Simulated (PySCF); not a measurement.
Species: C6H6NO2 (doublet state).
Z-matrix (Å and degrees, GFN2-xTB geometry), rows numbered from 1:
```
C 
C   1  1.3361
C   2  1.3582  1  153.80
N   3  1.3462  2  151.52  1    -7.42
C   4  1.3762  3  124.25  2  -174.41
O   5  1.2022  4  124.82  3     0.33
C   3  1.4860  2   64.70  1   179.05
C   7  1.4789  2  118.49  3  -108.12
O   8  1.1987  7  125.03  2  -140.98
H   1  1.0760  2  121.02  3     0.10
H   1  1.0742  2  121.11  3  -179.67
H   4  1.0133  3  116.77  2     6.15
H   5  1.1027  4  110.86  3  -179.82
H   7  1.0872  2  119.44  3   106.80
H   8  1.1093  7  113.35  2    37.63
```

The hyperfine couplings belong to this conformer and change with its torsions.

The species is `C=C1[C](NC=O)[C@@H]1C=O` [radical].

Computed with UKS B3LYP, pcH-1 on C H N O, non-relativistic, mean-field spin-orbit, GIAO (PySCF). Geometry: GFN2-xTB, one conformer, isolated molecule. Couplings are sensitive to structure, and on GFN2-xTB geometries they can be far from those on DFT ones. Stability of the SCF solution: not tested.

Task: Match the computed a_iso(13C) values +57.7, -44.8, +43.5, +37.2, -15.9, -0.8 MHz with the sites C1; C2; C3; C5; C7; C8.

Result: 
```tsv
site	a_iso (MHz)	ρ(0) (bohr⁻³)	position	distance from C1 (Å)	spin population	largest |T| (MHz)
C1	+43.5	+0.0387	largest spin population	0.00	+0.56	82.3
C2	-44.8	-0.0399	1 bond from C1	1.34	-0.21	23.3
C3	+57.7	+0.0514	a main spin site	2.62	+0.53	93.9
C5	-0.8	-0.0007	2 bonds from C3	5.00	+0.03	5.2
C7	-15.9	-0.0142	1 bond from C3	2.73	-0.03	2.6
C8	+37.2	+0.0331	2 bonds from C3	3.56	+0.02	4.7
```

ρ(0) is the spin density at the nucleus and T the dipolar tensor. The Mulliken spin populations are largest on C1 (+0.56), C3 (+0.53), C2 (-0.21) and O6 (+0.08). The positive populations add up to 1.29 and the negative ones to -0.29, together 2S = 1. The angles at C1 add up to 360.0°, so it is planar. Main spin sites, with 60 % or more of the largest population: C1, C3; positions count bonds from the nearest.

β density exceeds α density at some nuclei, such as C2 (-0.0399), C7 (-0.0142) and H11 (-0.0079), spin density in bohr⁻³. In a single determinant that takes different orbitals for the two spins, that is spin polarisation.

The SMILES `C=C1[C](NC=O)[C@@H]1C=O` draws the unpaired electron on C3, whose computed spin population is only +0.53.

Hardware: one thread, Arm Neoverse V2 (aarch64), shared host with 96 logical CPUs at a one-minute load of 51. Cost: 70 s (with the writing of density and orbital grids), 0.98 GiB resident at most.
